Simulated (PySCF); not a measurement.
# Electric field gradients and quadrupole coupling constants

Compound: C₅H₄F₄O₂.
Numbering: `[O:1]=[C:2]1[O:3][C@@H:4]([F:5])[C@H:6]1[CH2:7][C:8]([F:9])([F:10])[F:11]` (hydrogens: H12 on C4; H13 on C6; H14, H15 on C7)

Geometry (PBE0-D3(BJ)/def2-SVP, Å), atoms numbered from 1 in this order:
```
atom  x, y, z in Å
O1    -1.651    1.469   -2.187
C2    -1.537    0.737   -1.267
O3    -2.426   -0.198   -0.807
C4    -1.515   -0.672    0.175
F5    -1.087   -1.908   -0.143
C6    -0.515    0.436   -0.177
C7     0.891    0.064   -0.585
C8     1.803   -0.084    0.607
F9     1.328   -0.985    1.475
F10    1.928    1.071    1.271
F11    3.020   -0.474    0.237
H12   -1.966   -0.696    1.177
H13   -0.511    1.250    0.565
H14    1.311    0.846   -1.234
H15    0.902   -0.883   -1.142
```

Field gradients from the PBE0/pcSseg-1 density (PySCF, non-relativistic), principal values in atomic units, ordered |Vxx| ≤ |Vyy| ≤ |Vzz|:

| atom | Vxx | Vyy | Vzz |
| --- | --- | --- | --- |
| O1 | 0.4952 | 0.9676 | -1.4628 |
| O3 | -0.3862 | -1.0864 | 1.4726 |

Q: Find the asymmetry η = (Vxx − Vyy)/Vzz and the couplings χ = eQV/h (234.96 MHz × Q in barn × V in au), with Q(17O) = −0.0256 b.

A: 
| atom | environment | nucleus | η | χzz (MHz) | χxx (MHz) | χyy (MHz) |
| --- | --- | --- | --- | --- | --- | --- |
| O1 | ester carbonyl oxygen | 17O | 0.32 | 8.80 | -2.98 | -5.82 |
| O3 | ester single-bonded oxygen | 17O | 0.48 | -8.86 | 2.32 | 6.53 |

Q: What is Vzz at O3 in SI units (1 au = 9.71736 × 10²¹ V/m²)?

A: 1.4726 au = 14.310 × 10²¹ V/m².

Were the hydrogens deuterons (Q(2H) = 0.00286 b), χzz would run from 183 kHz (H12) to 189 kHz (H14 and H15).

One conformer (not necessarily the lowest) at the PBE0-D3(BJ)/def2-SVP geometry, without solvent, vibrations or thermal averaging. These gradients aren't converged with respect to the basis.
